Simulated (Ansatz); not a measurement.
Mulliken charges of C2Cl3F3 (`FC(F)(F)C(Cl)(Cl)Cl`) from r2SCAN/def2-TZVPP in Ansatz (PBE0-D4/def2-TZVP geometry).

```csv
atom,x (Å),y (Å),z (Å),charge (e)
F1,0.587,-1.690,-0.101,-0.151
C2,0.251,-0.510,-0.602,0.442
F3,-0.727,-0.685,-1.479,-0.151
F4,1.301,-0.006,-1.235,-0.151
C5,-0.207,0.451,0.535,0.173
Cl6,-0.639,1.997,-0.182,-0.054
Cl7,1.123,0.649,1.668,-0.054
Cl8,-1.598,-0.263,1.340,-0.054
```

By hand: the dipole of these point charges (1 e Å = 4.8032 D).

Σ q r = (-0.040, 0.083, 0.099) e Å, of length 0.135 e Å = 0.65 D.

How does the dipole of the full density compare? (Best estimate.)

Ansatz gave: (-0.033, 0.069, 0.082) e Å, 0.54 D; the point charges give 1.20 times that, at 0° from its direction.

Point charges leave out the atoms' own dipoles, such as those of lone pairs, and Mulliken's split depends on the basis, so the two needn't agree.
